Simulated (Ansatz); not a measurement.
System: C$_{3}$H$_{5}$O$_{2}$ (charge 0, doublet). It need not be the lowest isomer of its formula. SMILES: C[CH]C(=O)O
Geometry from a B3LYP-D3(BJ)/def2-TZVP (Ansatz, a quantum-chemistry and plane-wave program) optimisation:
```xyz
10

C     -1.9580     0.1829     0.3853
C     -0.6948     0.6055    -0.2506
C      0.5331    -0.1247    -0.0515
O      0.6565    -1.1247     0.6306
O      1.5843     0.4263    -0.7215
H     -2.3564     0.9767     1.0278
H     -1.8127    -0.7158     0.9815
H     -2.7298    -0.0091    -0.3690
H     -0.6638     1.4817    -0.8848
H      2.3551    -0.1278    -0.5275
```
Charge 0, spin multiplicity 2.

Parts of the frozen-core correlation energy in STO-3G (Ansatz, hartree). Frozen orbitals: 5; correlated occupied orbitals by spin: 15 and 14; virtual: 10 and 11. UHF or UKS for open shells. No spin-orbit coupling. Non-relativistic.

```tsv
term	value
reference (HF)	-262.76993
MP2 opposite-spin	-0.16876
MP2 same-spin	(withheld)
CCSD correlation	(withheld)
(T)	(withheld)
T1 diagnostic	0.032
largest doubles amplitude	0.084
<S^2> of the reference	1.006
```

Task: Some entries are withheld; supply them.

Result: 
- MP2 same-spin, value: -0.03474
- CCSD correlation, value: -0.27689
- (T), value: -0.00557
